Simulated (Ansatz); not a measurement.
Reaction (formal hydrolysis of a Ga–O bond): `C[O][GaH2]` + H₂O → `[OH][GaH2]` + CH₃OH

Gas-phase electronic energies from Ansatz, PBE0-D4/def2-TZVP geometries. CBS: MP2 limit from def2 TZ/QZ plus the TZ coupled-cluster correction, frozen cores. This one scheme is used for every species. DFT in def2-TZVPP. B3LYP here is the variant with VWN-RPA as its local correlation; programs differ in this. HSE06 is defined as in plane-wave codes. For Ga outer-core shells are correlated without core-valence functions, which leaves a few kJ/mol of doubt a bond. Scalar relativity is left out up to krypton.

```csv
level,ΔE (kcal/mol),difference from CCSD(T)/CBS
LDA (SPW92),0.1,0.0
BLYP-D4,0.1,0.0
r2SCAN-D4,-0.5,-0.6
B97M-V,-0.4,-0.5
B3LYP-D4,-0.1,-0.2
ωB97M-V,-0.7,-0.8
PBE,-0.9,-1.0
BLYP,-1.2,-1.3
HSE06,-1.0,-1.1
CAM-B3LYP,-1.1,-1.2
LC-ωPBE,-1.2,-1.3
CCSD(T)/def2-SVP,-0.4,-0.5
HF/def2-QZVPP,-1.7,-1.8
MP2/def2-QZVPP,0.1,0.0
SCS-MP2/def2-QZVPP,-0.4,-0.5
MP2/CBS(def2),0.2,0.1
CCSD(T)/CBS,0.1,0
```

Largest T1 diagnostic among the species: 0.015.

Leaving LDA and LC-ωPBE aside and taking each functional with its dispersion term where it has one, the values, not all of them listed here, spread over 0.9 kcal/mol, from ωB97X-V to BLYP-D4. LDA lies +1.0 kcal/mol from PBE without D4. In def2-TZVPP, CCSD(T) changes the Hartree–Fock value by +1.6 kcal/mol (the triples alone add +0.3 kcal/mol) and MP2 by +1.7 kcal/mol. The D4 term adds +1.1 kcal/mol with B3LYP and +0.6 kcal/mol with PBE0; it sums over pairs of atoms, weighted by their polarisabilities, and B3LYP, whose exchange is more repulsive, gets the larger term.
